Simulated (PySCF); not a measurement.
C8H20GeO4, SMILES [O](CC)[Ge]([O]CC)([O]CC)[O]CC (GFN2-xTB optimised geometry):

```
33

C     -2.422    -2.442    -0.857
C     -1.201    -1.906    -1.586
O     -1.030    -0.510    -1.381
Ge    -0.280     0.263     0.000
O      1.471     0.263     0.000
C      2.300     1.126    -0.766
C      2.210     0.851    -2.258
O     -0.733     1.951     0.000
C     -2.013     2.503    -0.279
C     -2.282     2.585    -1.773
O     -0.810    -0.622     1.414
C     -0.259    -0.541     2.722
C      0.977    -1.414     2.870
H     -3.315    -1.918    -1.189
H     -2.300    -2.280     0.211
H     -2.535    -3.505    -1.054
H     -1.318    -2.023    -2.669
H     -0.308    -2.453    -1.267
H      3.315     0.937    -0.400
H      2.037     2.169    -0.564
H      1.192     1.033    -2.597
H      2.464    -0.185    -2.464
H      2.892     1.503    -2.798
H     -2.797     1.916     0.209
H     -1.994     3.505     0.164
H     -1.521     3.191    -2.256
H     -3.259     3.028    -1.950
H     -2.254     1.584    -2.197
H     -0.015     0.496     2.972
H     -1.056    -0.887     3.389
H      1.361    -1.345     3.884
H      1.738    -1.077     2.170
H      0.732    -2.449     2.647
```

Level of theory: B3LYP/def2-SVP (PySCF).

### Question
What are the frontier orbital energies and the dipole moment?

### Answer
HOMO-2 -7.75 eV, HOMO-1 -7.54 eV, HOMO -7.48 eV, LUMO 0.50 eV, LUMO+1 1.75 eV; dipole moment 0.11 D.

On the same geometry PySCF 2.14.0 with PBE/def2-SVP gives HOMO-2 -6.40 eV, HOMO-1 -6.19 eV, HOMO -6.14 eV, LUMO -0.32 eV, LUMO+1 1.17 eV; dipole moment 0.11 D.

Meta-Löwdin charges at B3LYP/def2-SVP: C1 -0.29, C2 0.06, O3 -0.60, Ge4 1.41, O5 -0.59, C6 0.06, C7 -0.29, O8 -0.60, C9 0.06, C10 -0.29, O11 -0.59, C12 0.06, C13 -0.29, H14 0.09, H15 0.11, H16 0.09, H17 0.10, H18 0.08, H19 0.10, H20 0.09, H21 0.10, H22 0.10, H23 0.10, H24 0.08, H25 0.10, H26 0.09, H27 0.09, H28 0.11, H29 0.08, H30 0.10, H31 0.09, H32 0.11, H33 0.09.
